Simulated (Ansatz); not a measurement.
`N[SiH](O)[SiH2]F` + `[CH3][SbH2]` → `F[SiH2][SbH2]` + `C[SiH](N)O`  (redistribution)

Isolated molecules relaxed with PBE0-D4/def2-TZVP in Ansatz; ΔE leaves out vibrations. CCSD(T)/CBS adds triple-zeta CCSD(T) − MP2 to the extrapolated MP2 energy (def2 sets, frozen cores). Functionals use def2-TZVPP. B3LYP here is the variant with VWN-RPA as its local correlation; programs differ in this. def2 core potentials past Kr. For Sb outer-core shells are correlated without core-valence functions, which leaves a few kJ/mol of doubt a bond. One conformer a species, not always the lowest.

```
             level  ΔE (eV)
            r2SCAN    -0.80
             B3LYP    -0.76
   CCSD/def2-TZVPP    -0.77
SCS-MP2/def2-QZVPP    -0.79
```

(1) What does CCSD(T)/CBS give? (An estimate is asked.)

Largest T1 diagnostic among the species: 0.013.

Results:

(1) Ansatz gave: -0.79 eV. The listed levels differ from it by -0.01, 0.03, 0.02, 0.00 eV.

From PBE to PBE0 (25 % exact exchange), in def2-TZVPP and without D4, ΔE moves by −0.06 eV.
